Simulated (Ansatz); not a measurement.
Sn(H)(Cl)2(OMe) (CH4Cl2OSn), SMILES [O]([SnH]([Cl])[Cl])C.

Coordinates come from a B3LYP-D3(BJ)/def2-SVP optimisation. The structure was generated by enumeration; whether it is a known compound was not checked. The def2 effective core potentials stand for the cores of Sn; spin–orbit coupling is left out. One conformer was computed; it need not be the lowest.

Two levels are set side by side: PBE/def2-SVPD (Ansatz, a quantum-chemistry and plane-wave program) and CAM-B3LYP/def2-SVPD (Ansatz). Energy differences of separate SCF runs at the same geometry; the states with an electron removed or added have multiplicity 2 and 2. Differences are taken from unrounded values.

```csv
quantity,CAM-B3LYP
vertical ionisation energy (eV),10.58
vertical electron affinity (eV),0.63
vertical singlet–triplet gap (eV),4.92
```

Q: What does PBE give, and how far is it from CAM-B3LYP? (Estimate from the structure and the level; the computed values follow.)

A: 
| quantity | PBE | PBE minus CAM-B3LYP |
|---|---|---|
| vertical ionisation energy (eV) | 9.96 | -0.61 |
| vertical electron affinity (eV) | 0.71 | 0.08 |
| vertical singlet–triplet gap (eV) | 4.25 | -0.67 |
